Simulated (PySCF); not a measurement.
## Energy of He⁺ (helium, charge +1) between two integer charges

The 1s alpha orbital of 1s1 is emptied in steps (occupation f), with all orbitals relaxed, ending at no electrons. Calculation: PySCF 2.14, in def2-TZVP; the non-relativistic Hamiltonian (point nucleus). The exact energy is a straight line in f; departures are measured from the line between the end points of the same method.

```json
{"f": "1", "UHF (eV)": "0.000"}
{"f": "0.8", "UHF (eV)": "0.000"}
{"f": "0.6", "UHF (eV)": "0.000"}
{"f": "0.4", "UHF (eV)": "0.000"}
{"f": "0.2", "UHF (eV)": "0.000"}
{"f": "0", "UHF (eV)": "0.000"}
```

```
method  E(f=0) − E(f=1) (eV)  −ε at f=1 (eV)  −ε at f=0.4 (eV)
   UHF                54.372          54.372            54.372
```

Orbital energy along the path (eV):

```csv
f,UHF
1,-54.372
0.8,-54.372
0.6,-54.372
0.4,-54.372
0.2,-54.372
0,-54.372
```

Reference removal energy between the ground levels: 54.418 eV (theoretical estimate listed by NIST; NIST Atomic Spectra Database, ionization energies). UHF lacks correlation.
